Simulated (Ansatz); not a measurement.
Relaxation of ClFH4SSi2 (9 atoms, charge 0, multiplicity 1), to a largest force component of 0.015 eV/Å in at most 40 steps.

Computed with Ansatz, RKS PBE0/6-31G*.

```xyz
9
Properties=species:S:1:pos:R:3
F -2.013 -0.779 1.671
Si -1.425 0.257 0.571
Cl -1.342 2.135 1.387
Si 0.732 -0.476 -0.098
S 1.524 0.724 -1.663
H -2.358 0.371 -0.582
H 1.659 -0.503 1.035
H 0.628 -1.854 -0.644
H 2.684 0.079 -1.694
```

Question: Where does it end, and by what steps?

Answer: It converged. After 8 steps the energy has fallen by 0.071 eV; H9 moved furthest, 0.21 Å.

```csv
step,energy less start (eV),largest force component (eV/Å),accepted
0,0.0000,0.748,yes
1,-0.0493,0.298,yes
2,-0.0626,0.233,yes
3,-0.0683,0.132,yes
4,-0.0693,0.078,yes
5,-0.0703,0.017,yes
6,-0.0706,0.041,yes
7,-0.0707,0.024,yes
8,-0.0708,0.006,yes
```

```xyz
9
Properties=species:S:1:pos:R:3
F -2.013 -0.753 1.609
Si -1.386 0.254 0.521
Cl -1.270 2.126 1.364
Si 0.750 -0.509 -0.047
S 1.497 0.831 -1.554
H -2.330 0.345 -0.619
H 1.619 -0.539 1.163
H 0.642 -1.897 -0.582
H 2.580 0.095 -1.872
```

Whether the end is a true minimum wasn't checked by a vibrational analysis.

The run took 37 s on 2 threads of Arm Neoverse V1, with other jobs on the host, peak memory 0.23 GiB.
